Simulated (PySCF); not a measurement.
Cl₂FGeHO. Atoms are numbered in the order given.

```xyz
6

O     -1.6112    -0.8826    -0.5840
Ge    -0.1918    -0.1327     0.1168
F     -0.2076    -0.3628     1.8307
Cl     1.5207    -1.1008    -0.6876
Cl    -0.1483     1.9835    -0.2067
H     -2.4341    -0.4336    -0.3394
```

Geometry optimised at B3LYP-D3(BJ)/def2-SVP. The structure was generated by enumeration, and PubChem lists no compound with its InChIKey, so it may never have been made. The values are those of a single conformer.

Computed with PBE0/pcSseg-1 (PySCF).

GIAO shieldings, no solvent; atoms listed in one row are averaged. δ = σ(ref) − σ: ¹⁷O against H2O (σ = 334.2 ppm); ⁷³Ge against GeH4 (σ = 1658.3 ppm); ¹⁹F against CFCl3 (σ = 167.2 ppm); ³⁵Cl against HCl (σ = 945.9 ppm); ¹H against TMS (σ = 31.56 ppm), references at their B3LYP-D3(BJ)/def2-TZVP geometries, non-relativistic (without spin–orbit terms, shifts of atoms bonded to Cl or Br come out too high).

Computed chemical shifts:
```tsv
nucleus	atoms	count	δ (ppm)
¹⁷O	O1	1	97.6
⁷³Ge	Ge2	1	377.9
¹⁹F	F3	1	-99.7
³⁵Cl	Cl5	1	139.1
³⁵Cl	Cl4	1	113.1
¹H	H6	1	2.95
```
